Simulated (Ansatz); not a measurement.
`CC(C)[O][Mg][NH2]`. Total charge 0; spin multiplicity 1. The structure was optimised at the PBE0-D4/def2-TZVP level. It is one conformer, not always the lowest.

```xyz
15

C    -0.053   -1.498    1.345
C    -0.814   -0.700    0.297
C    -1.746    0.311    0.948
O     0.060   -0.072   -0.568
Mg    1.239    0.828   -1.526
N     2.486    1.771   -2.571
H    -0.733   -2.040    2.008
H     0.559   -0.826    1.955
H     0.608   -2.222    0.863
H    -1.438   -1.409   -0.274
H    -1.169    1.020    1.549
H    -2.476   -0.178    1.599
H    -2.289    0.872    0.184
H     2.450    1.904   -3.571
H     3.315    2.238   -2.237
```

**Question.** What is the dipole moment at PBE/def2-TZVPP? (Best estimate.)

**Answer.** Ansatz gave: 0.70 D, with components (0.44, 0.33, -0.43) D in this frame, pointing from negative to positive charge.

**Question.** And with r2SCAN, B3LYP, ωB97M-V? (Estimate.)

**Answer.** Ansatz gave: r2SCAN 0.64 D, B3LYP 0.63 D, ωB97M-V 0.61 D.

**Question.** Give the Mulliken charges with PBE, B3LYP, r2SCAN in def2-TZVPP. (An estimate is asked.)

**Answer.** The calculation gave: 
```
atom    PBE  B3LYP  r2SCAN
  C1  -0.24  -0.24   -0.14
  C2   0.22   0.25    0.29
  C3  -0.24  -0.24   -0.14
  O4  -0.59  -0.67   -0.68
 Mg5   0.76   0.84    0.88
  N6  -0.62  -0.64   -0.71
  H7   0.07   0.07    0.04
  H8   0.06   0.06    0.03
  H9   0.08   0.08    0.04
 H10   0.03   0.03   -0.02
 H11   0.06   0.06    0.03
 H12   0.07   0.07    0.04
 H13   0.07   0.07    0.04
 H14   0.14   0.13    0.16
 H15   0.15   0.13    0.16
```

B3LYP here is the variant with VWN-RPA as its local correlation; programs differ in this.
